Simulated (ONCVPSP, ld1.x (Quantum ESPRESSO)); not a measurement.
Potentials for In (Z = 49) compared

Generated with ld1.x 7.5 (TM, RRKJ, ultrasoft, PAW), atompaw 4.2 or ONCVPSP 4.0.1. The cutoff is in Ry: for ld1.x and atompaw files where the sum of valence levels is converged to 10 mRy in a Bessel basis, for ONCV files where the hardest occupied wave has 1 mHa per electron of residual kinetic energy. The error is the largest all-electron minus pseudo excitation energy over each file’s own four to seven test configurations (ionisations up to +4, promotions, holes and added fractions of an electron), all of which were solved. The labels leave out finer settings (local radius, basis sizes, second energies), which also bear on the numbers. Spin-polarised tests are not counted. The rows are a selection from randomly drawn settings: files with unsolved tests, undetermined cutoffs or missed reference levels are left out.

A true bound ghost makes a file unfit for plane-wave use even where its test errors are small: the radial tests pick states by their node count and pass the ghost by.

| potential | cutoff (Ry) | largest error (meV) | bound ghosts |
| --- | --- | --- | --- |
| ultrasoft, LDA (PZ), scalar-relativistic, rc 2.45/3.25/3.25 (spd), local smoothed, core correction no, reference 5s1.75 5p1.25 | 6 | +137 | none |
| TM, PBEsol, scalar-relativistic, rc 2.15/2.40/1.85 (spd), local p, core correction no, reference 4d10 5s1 5p2 | 70 | -191 | none |
| ONCV, PBEsol, fully relativistic, rc 1.20/1.05/1.30 (spd), local smoothed, core correction yes, reference 4s2 4p6 4d10 5s2, qcut 9.7/7.3/9.7, projectors 2/3/1 | 314 | +4.4 | p3/2, p1/2 |
| TM, PBE, scalar-relativistic, rc 1.70/2.35 (sp), local p, core correction no, reference 5s2 5p1 | 25 | +114 | none |
| ONCV, LDA (Perdew-Zunger), fully relativistic, rc 1.75/3.10/3.05 (spd), local s, core correction yes, reference 5s2 5p1, qcut 3.4/2.3/3.1, projectors 0/2/2 | 99 | -218 | p3/2 |
| TM, LDA (PZ), scalar-relativistic, rc 1.85/2.15/1.35 (spd), local p, core correction no, reference 4d10 5s1 5p0 | 90 | -301 | none |

**Question.** Fill in the row for In: PAW, PBE, scalar-relativistic, rc 1.95/2.45/1.20 (spd), local smoothed, core correction yes, reference 4d10 5s1.75 5p1.25.

**Answer.** cutoff 80 Ry, largest error -229 meV, bound ghosts: s.

**Question.** Fill in the row for In: TM, PBE, scalar-relativistic, rc 2.05/2.05/1.70 (spd), local s, core correction yes, reference 4d10 5s2 5p1.

**Answer.** cutoff 70 Ry, largest error -297 meV, bound ghosts: none.
